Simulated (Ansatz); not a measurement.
H8Si3, charge +1, doublet (typed; the unrestricted solution is spin-contaminated), geometry from GFN2-xTB (a state made from the parent by changing its charge; the spin is typed, not shown lowest), with bond 5-1 at 1.8 times its length; HF/6-31G (Ansatz, a program for electronic structure).

Ansatz was given this input:
Ansatz 0.2 input:
```yaml
crystal:
  periodic: [false, false, false]
  atoms:
    - {symbol: Si, position_ang: [1.73006259, 0.88617971, -0.01821925]}
    - {symbol: Si, position_ang: [0.21430832, -1.03910606, -0.11847187]}
    - {symbol: Si, position_ang: [-1.93611862, 0.11291389, 0.13212917]}
    - {symbol: H, position_ang: [3.05494759, 0.29289400, -0.13804698]}
    - {symbol: H, position_ang: [1.05384187, 2.40294892, -2.05395431]}
    - {symbol: H, position_ang: [1.47531091, 1.50967649, 1.27664176]}
    - {symbol: H, position_ang: [0.46584425, -2.03082472, 0.92986925]}
    - {symbol: H, position_ang: [0.32388443, -1.79829328, -1.36643948]}
    - {symbol: H, position_ang: [-2.00324331, 1.05008294, -0.98479523]}
    - {symbol: H, position_ang: [-1.86962290, 0.76938187, 1.43401237]}
    - {symbol: H, position_ang: [-2.91703742, -0.96157215, 0.06180881]}
basis:
  gaussian:
    orbitals: 6-31G
hamiltonian:
  xc: hf
total_charge: 1
magnetization: {spin_polarized: true, initial_magnetization: 1}
```

Question: What does Ansatz print? Leave out banner, timings and long lists.

Answer: 
```
Functional definition: HF
676 factors; integrals over basis functions are off by at most 1.8e-4 eV
mean field evaluation 1: about -23693.9283 eV, gradient 1.1e1 eV
mean field evaluation 2: about -23693.9340 eV, gradient 1.1e1 eV
mean field evaluation 4: about -23696.6306 eV, gradient 2.4e0 eV
mean field evaluation 8: about -23696.8701 eV, gradient 1.9e-1 eV
mean field evaluation 16: about -23693.6126 eV, gradient 1.1e1 eV
mean field evaluation 32: about -23696.6753 eV, gradient 5.1e-1 eV
mean field evaluation 64: about -23695.8674 eV, gradient 3.0e0 eV
mean field evaluation 96: about -23696.6249 eV, gradient 2.4e0 eV
mean field -23696.88955024 eV, -870.8446286428 hartree, gradient 2.8e-5 eV, S^2 0.966774; 1 other end points of the search recorded, 0 dependent functions left out
reference -23696.88955024 eV, -870.8446286428 hartree; 25, 24 occupied and 30, 31 virtual orbitals, 676 factors
Total energy: -23696.88955024 eV, -870.8446286428 hartree
```
